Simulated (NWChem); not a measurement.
System: TiH$_{3}$Cl; SMILES [Cl][TiH3]

Results from NWChem. Structure relaxed at the PBE-D3(BJ)/def2-SVP level.

Problem. Estimate the computed values for PBE/def2-SVP. Quantities: highest occupied level (eV); orbital gap (eV); dipole (D).

Solution. 
```
Quantity                     Value
---------------------------  -----
highest occupied level (eV)  -7.50
orbital gap (eV)              3.18
dipole (D)                    0.30
```
